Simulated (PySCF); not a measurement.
## A search over the determinants of NiO

Unrestricted PBE0; PySCF, no relativity, basis sets Ni def2-TZVPP, O def2-TZVPP. Outer shells of the fragments: Ni 3d8 4s2; O 2s2 2p4.

Followed along the bond (rough minima from three points):

```csv
2Ms+1,unpaired,⟨S²⟩ at the start,R at minimum (Å),Te (eV)
3,π ↑↑,2.04,1.62,0.00
3,"σ ↑, π ↑",2.01,1.67,0.32
1,π ↑↓,1.01,1.67,0.39
1,"σ ↑, π ↓",1.03,1.70,0.48
1,"π ↓, δ ↑",1.02,1.76,0.70
1,none,0.75,1.77,0.79
```

Solutions found at the starting distance of 1.655 Å, counted from the lowest of them; the search is not exhaustive and high or unbound solutions are not listed, so other states can lie among these:

```tsv
2Ms+1	unpaired	term	E (eV)	⟨S²⟩	⟨Lz²⟩	μ (D)
3	π ↑↑	³Σ⁻	0.00	2.04	0.00	-5.02
3	σ ↑, π ↑	mixed	0.30	2.01	1.68	-5.16
1	π ↑↓	mixed	0.36	1.01	2.03	-4.67
1	σ ↑, π ↓	mixed	0.48	1.03	1.30	-4.77
1	π ↓, δ ↑	mixed	0.78	1.02	4.61	-4.26
1	π ↓, δ ↑	mixed	0.78	1.02	5.02	-4.25
1	none	mixed	0.87	0.75	2.05	-4.26
5	σ ↑↑, π ↑↑	not assigned	1.19	6.01	1.10	-0.89
3	σ ↑, δ ↑	³Δ	1.27	2.01	4.01	-5.78
3	π ↑↑	mixed	1.60	2.09	2.07	-3.94
```

A term symbol is given only where ⟨S²⟩ and ⟨Lz²⟩ are close to those of a pure state; real π, δ and φ orbitals otherwise mix terms. A positive dipole means Ni(−)O(+).

The state is the lowest single determinant that the PBE0 search found; with open d or f shells the true ground state can be another one.
